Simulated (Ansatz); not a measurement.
Computed with Ansatz on PBE0-D4/def2-TZVP structures; ΔE is electronic, products minus reactants. CBS: MP2 limit from def2 TZ/QZ plus the TZ coupled-cluster correction, frozen cores. This one scheme is used for every species. DFT in def2-TZVPP. B3LYP here is the variant with VWN-RPA as its local correlation; programs differ in this. Each species was taken in one conformer, which may not be the lowest.

`COC(=N)[SiH2]F` + `CCl` → `C[SiH2]F` + `COC(=N)Cl`  (formal exchange of groups at the Si–C bond)

Is it downhill or uphill in electronic energy at CCSD(T)/CBS, and by how much? (An estimate is asked.)

The calculation gave: Downhill: ΔE = -9.9 kJ/mol.

What do these levels give: PBE-D4, r2SCAN-D4, PBE0-D4, B3LYP-D4, ωB97M-V, PBE, r2SCAN, HF/def2-QZVPP, SCS-MP2/def2-QZVPP, HF/CBS(def2), MP2/CBS(def2), CCSD/CBS(def2)? (An estimate is asked.)

Computed: PBE-D4 -16.3, r2SCAN-D4 -19.2, PBE0-D4 -16.9, B3LYP-D4 -10.0, ωB97M-V -14.7, PBE -17.1, r2SCAN -19.6, HF/def2-QZVPP -4.7, SCS-MP2/def2-QZVPP -10.7, HF/CBS(def2) -4.6, MP2/CBS(def2) -14.8, CCSD/CBS(def2) -8.7 kJ/mol.

Largest T1 diagnostic among the species: 0.014.

In def2-TZVPP, CCSD(T) changes the Hartree–Fock value by −7.1 kJ/mol (the triples alone add −1.1 kJ/mol) and MP2 by −12.1 kJ/mol.
